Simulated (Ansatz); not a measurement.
Ideal-gas functions of `C[O][Al]([OH])[Br]` at 500 K and 1 bar, from an Ansatz frequency run at PBE0-D4/def2-TZVP.

Molar mass 154.93 g/mol, point group Cs (symmetry number 1), electronic degeneracy 1, moments of inertia 163.021, 323.491, 483.348 u Å². Harmonic wavenumbers (cm⁻¹, unscaled): 80, 86, 102, 176, 243, 249, 335, 381, 640, 723, 923, 1183, 1192, 1240, 1487, 1496, 1501, 3015, 3082, 3093, 3964.

Use S(trans) = R[1.5 ln M + 2.5 ln T − 1.1517]; rotational temperatures θ = 24.2544 K / I; S(rot) = R[ln(√π/σ · √(T³/θAθBθC)) + 1.5]; for each mode x = 1.438777 ν̃/T, S = R[x/(eˣ − 1) − ln(1 − e⁻ˣ)] and H = RT x/(eˣ − 1); 1 cm⁻¹ = 0.0119627 kJ/mol; R = 8.31446 J/(mol·K).

**Question.** By hand: the entropy, in J/(mol·K).

**Answer.** Translation 182.5. Rotation: θ = 0.1488, 0.075, 0.0502 K, giving 125.9. Vibration, mode by mode: 20.54, 19.95, 18.54, 14.06, 11.46, 11.26, 8.93, 7.95, 4.32, 3.58, 2.27, 1.25, 1.23, 1.10, 0.62, 0.60, 0.60, 0.01, 0.01, 0.01, 0.00, in all 128.3. Electronic 0.0. Sum 436.7 J/(mol·K).

**Question.** By hand: H − E and G − E in kJ/mol, counted from the electronic energy.

**Answer.** Zero-point energy ½ × 25191 × 0.0119627 = 150.7; thermal vibration 30.3; translation, rotation and pV give 4 RT = 16.6. H − E = 197.6 kJ/mol, and G − E = 197.6 − 500 × 436.7/1000 = -20.8 kJ/mol.

Vibration gives 29 % of the entropy, 59.0 J/(mol·K) of it from the modes under 150 cm⁻¹: soft modes count most, and the harmonic formula is weakest for them. The sum counts one conformer and one mirror image; others add a mixing term.
